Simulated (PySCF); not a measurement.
Gas-phase reaction: In(CH3)3.NH3 + InCH3 + NH3 = H2 + 2 In(CH3)2NH2

Energies from PySCF, thermal terms from the rigid-rotor harmonic-oscillator model, ideal gas at 1 bar. † marks an energy on the PBE0/def2-TZVP geometry and frequencies; other levels use their own. MP2 freezes the core. All species are closed-shell singlets. B3LYP is the form with VWN-RPA correlation. In: scalar-relativistic def2 core potential, no spin-orbit coupling. Adducts (In(CH3)3.NH3) have no counterpoise correction, and HF, PBE, BLYP, B3LYP and PBE0 lack dispersion. In(CH3)3.NH3, InCH3, In(CH3)2NH2: computed as isolated molecules; such fragments, hydroxides, amides, oligomers or adducts are transient or little studied in the gas. MP2 isn't extrapolated to the basis-set limit.

```tsv
level	ΔH°(298 K), kJ
B3LYP/def2-TZVP†	44
HF/def2-TZVP†	?
M06-2X/def2-TZVP†	20
MP2/def2-TZVPP†	23
PBE/def2-TZVP†	?
PBE0/def2-SVP†	?
PBE0/def2-TZVP	35
r2SCAN/def2-TZVP†	22
LDA/def2-TZVP†	17
ωB97M-V/def2-TZVP†	?
ωB97X-V/def2-TZVP†	18
```

Problem. Fill in the missing entries.

Solution. 
- HF/def2-TZVP†, ΔH°(298 K), kJ: 55
- PBE/def2-TZVP†, ΔH°(298 K), kJ: 31
- PBE0/def2-SVP†, ΔH°(298 K), kJ: 59
- ωB97M-V/def2-TZVP†, ΔH°(298 K), kJ: 28
